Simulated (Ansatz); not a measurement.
Gas-phase electronic energies from Ansatz, PBE0-D4/def2-TZVP geometries. CCSD(T)/CBS adds triple-zeta CCSD(T) − MP2 to the extrapolated MP2 energy (def2 sets, frozen cores). Functionals use def2-TZVPP. Elements past krypton have def2 core potentials. For Sb, Sc outer-core shells are correlated without core-valence functions, which leaves a few kJ/mol of doubt a bond. Scalar relativity is left out up to krypton. One conformer a species, not always the lowest.

`[F][Sb]([F])[SiH3]` + `[OH][Sc]([Cl])[Cl]` → `[SiH3][O][Sc]([Cl])[Cl]` + `[F][SbH][F]`  (cleavage of the Si–Sb bond)

`[F][Sb]([F])[SiH3]`:

Z-matrix (Å, degrees):
```
Si
Sb 1 2.614
H 1 1.487 2 109.0
H 1 1.487 2 109.0 3 -119.0
H 1 1.483 2 108.3 3 120.5
F 2 1.912 1 92.2 3 -72.7
F 2 1.913 1 92.2 3 -168.1
```

`[OH][Sc]([Cl])[Cl]`:

```xyz
5

O    -0.890    0.319    0.969
Sc    0.310   -0.112   -0.337
Cl    0.099    0.839   -2.416
Cl    2.000   -1.593    0.134
H    -1.519    0.547    1.649
```

`[SiH3][O][Sc]([Cl])[Cl]`:

Cartesian coordinates in Å:
```
Si 1.490 -0.039 -0.587
O -0.035 -0.003 0.023
Sc -1.756 0.045 0.696
Cl -3.157 1.720 0.001
Cl -2.393 -1.576 2.185
H 1.432 -0.345 -2.040
H 2.136 1.283 -0.385
H 2.284 -1.086 0.106
```

`[F][SbH][F]`:

```xyz
4

F     0.962    0.360   -1.252
Sb    0.396   -0.537    0.328
F    -0.185    1.032    1.234
H    -1.174   -0.855   -0.311
```

| species | r2SCANh energy (Eh) |
| --- | --- |
| `[F][Sb]([F])[SiH3]` | -731.35110 |
| `[OH][Sc]([Cl])[Cl]` | -1757.09619 |
| `[SiH3][O][Sc]([Cl])[Cl]` | -2047.81049 |
| `[F][SbH][F]` | -440.66834 |

(1) Work out ΔE.

Largest T1 diagnostic among the species: 0.015.

## Answers

(1) ΔE = (-2047.81049) + (-440.66834) − (-731.35110) − (-1757.09619) = -0.03154 Eh = -82.8 kJ/mol. CCSD(T)/CBS gives -88.3 kJ/mol.

At CCSD(T), def2-SVP lies −3.0 kJ/mol from the extrapolated value and def2-TZVPP −5.1 kJ/mol. From PBE to PBE0 (25 % exact exchange), in def2-TZVPP and without D4, ΔE moves by −8.8 kJ/mol. In def2-TZVPP, CCSD(T) changes the Hartree–Fock value by +19.8 kJ/mol (the triples alone add +3.1 kJ/mol) and MP2 by +17.8 kJ/mol.
